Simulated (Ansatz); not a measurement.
Input and output for C$_{2}$H$_{4}$BClO (`O=CCBCl`).

```yaml
crystal:
  periodic: [false, false, false]
  atoms:
    - {symbol: O, position_ang: [-2.236720, 0.213049, 0.265920]}
    - {symbol: C, position_ang: [-1.277855, -0.460247, 0.258999]}
    - {symbol: C, position_ang: [0.123131, 0.071094, 0.610996]}
    - {symbol: B, position_ang: [0.895250, 0.192933, -0.634583]}
    - {symbol: Cl, position_ang: [2.062367, 1.456173, -0.803552]}
    - {symbol: H, position_ang: [-1.237127, -1.430718, -0.009637]}
    - {symbol: H, position_ang: [0.634674, -0.575518, 1.181233]}
    - {symbol: H, position_ang: [-0.037502, 1.005018, 1.038615]}
    - {symbol: H, position_ang: [1.031494, -0.651634, -1.504248]}
basis:
  gaussian: {orbitals: aug-cc-pVTZ, nuclear_model: gaussian}
magnetization: {spin_polarized: true, initial_magnetization: 0}
hamiltonian: {xc: {name: RPBE}}
output: {forces: true}
```

```sh
$ ansatz run in.yaml --threads 2 --pin off --events-out ev --progress --plain --max-ram 4352MiB
```

Shortened log:

```
Functional definition: RPBE
1448 factors; their error is unknown
mean field evaluation 1: about -17372.6210 eV, gradient 5.4e1 eV
mean field evaluation 2: about -17312.2197 eV, gradient 1.0e2 eV
mean field evaluation 4: about -17384.3629 eV, gradient 2.2e1 eV
mean field evaluation 8: about -17386.2400 eV, gradient 1.0e-1 eV
mean field evaluation 16: about -17386.1977 eV, gradient 5.5e-4 eV
mean field -17386.19772517 eV, -638.9309816120 hartree, gradient 1.8e-5 eV, S^2 0.000000; 0 other end points of the search recorded, 0 dependent functions left out
reference -17386.19778855 eV, -638.9309839409 hartree; 23, 23 occupied and 303, 303 virtual orbitals, 1448 factors
Total energy: -17386.19778855 eV, -638.9309839409 hartree
Atom 0 at    -2.236720     0.213049     0.265920 Å, force    -3.535376     2.142315    -0.056819 eV/Å
Atom 1 at    -1.277855    -0.460247     0.258999 Å, force     3.686760     1.500946     1.364902 eV/Å
Atom 2 at     0.123131     0.071094     0.610996 Å, force    -3.965313     1.189359    -1.583781 eV/Å
Atom 3 at     0.895250     0.192933    -0.634583 Å, force     2.075863    -0.979620    -2.372263 eV/Å
Atom 4 at     2.062367     1.456173    -0.803552 Å, force     0.672939     1.094261    -0.274113 eV/Å
Atom 5 at    -1.237127    -1.430718    -0.009637 Å, force    -0.394928    -4.274143    -1.245729 eV/Å
Atom 6 at     0.634674    -0.575518     1.181233 Å, force     1.934552    -2.737312     2.590364 eV/Å
Atom 7 at    -0.037502     1.005018     1.038615 Å, force     0.045717     1.881151     1.364122 eV/Å
Atom 8 at     1.031494    -0.651634    -1.504248 Å, force    -0.520214     0.183043     0.213316 eV/Å
Dipole moment:     0.257568    -0.336176     0.142905 e Å
```

Hardware: 2 threads of an Arm Neoverse V2 on a shared host. Wall time 11 s, peak host memory 0.61 GiB.
